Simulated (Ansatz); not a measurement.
Cost and result for the atomization energy of B2FH6NSi (11 atoms, 11 bonds).

```xyz
11

B    -0.6458   -1.1824    0.7835
Si    0.8182   -0.1003   -0.0152
B     0.8246    0.6327   -1.8323
N    -0.7335    0.4061    0.8915
F     2.0147    0.3632    0.9570
H    -0.3411   -1.6951    1.8217
H    -1.4508   -1.6680    0.0468
H    -0.2372    0.7486   -2.3741
H     1.8145    0.7994   -2.4779
H    -0.5982    0.8082    1.8098
H    -1.4654    0.8877    0.3891
```

Total charge 0; spin multiplicity 1. The bonds changed during the relaxation, so this is another structure than the one it started from. Geometry: relaxed with PBE0-D4/def2-TZVP. It is one conformer, not always the lowest. Program: Ansatz. All runs use 4 threads of an AMD EPYC 9R45 on a shared host. Times are those of one run each, without the atoms' runs, and a repeat can differ threefold. Electronic energies, without spin–orbit coupling; frozen cores. CCSD(T)/CBS adds CCSD(T) − MP2 in def2-TZVPP to the MP2 limit, and its time is that of the two runs behind it. T1 = 0.016. B3LYP takes the VWN-RPA correlation (the form of Gaussian; ORCA's B3LYP/G).

CCSD(T)/CBS is a level of theory with its own doubt, some kJ/mol a heavy atom from the limit and from the frozen cores, so smaller differences don't rank the functionals.

```
                             level  functions  wall time  atomization (kcal/mol)  difference from CCSD(T)/CBS  per bond
   PBE-D4/def2-TZVPP (with forces)        250     0.95 s                   932.9                         21.7       2.0
                PBE0-D4/def2-TZVPP        250     0.95 s                   916.8                          5.6       0.5
r2SCAN-D4/def2-TZVPP (with forces)        250      1.4 s                   921.7                         10.5       1.0
 B3LYP-D4/def2-TZVPP (with forces)        250      1.5 s                   919.1                          7.9       0.7
                 B2PLYP/def2-TZVPP        250      1.9 s                   906.8                         -4.4      -0.4
                ωB97X-V/def2-TZVPP        250      2.5 s                   919.2                          8.0       0.7
  ωB97M-V/def2-TZVPP (with forces)        250      3.3 s                   919.7                          8.5       0.8
                    MP2/def2-QZVPP        478        7 s                   915.7                          4.5       0.4
                CCSD(T)/def2-TZVPP        250       36 s                   887.2                        -24.0      -2.2
                 CCSD(T)/CBS(def2)          –       43 s                   911.2                          0.0       0.0
```

In def2-TZVPP, CCSD(T) changes the Hartree–Fock value by +213.9 kcal/mol (the triples alone add +12.9 kcal/mol) and MP2 by +228.0 kcal/mol; breaking electron pairs costs correlation energy, which Hartree–Fock lacks. From PBE to PBE0 (25 % exact exchange), in def2-TZVPP and without D4, the atomization energy moves by −15.4 kcal/mol: exact exchange takes away binding that semilocal exchange gives to molecules. The D4 term adds +8.3 kcal/mol with B3LYP and +4.3 kcal/mol with PBE0; it sums over pairs of atoms, weighted by their polarisabilities, and B3LYP, whose exchange is more repulsive, gets the larger term.
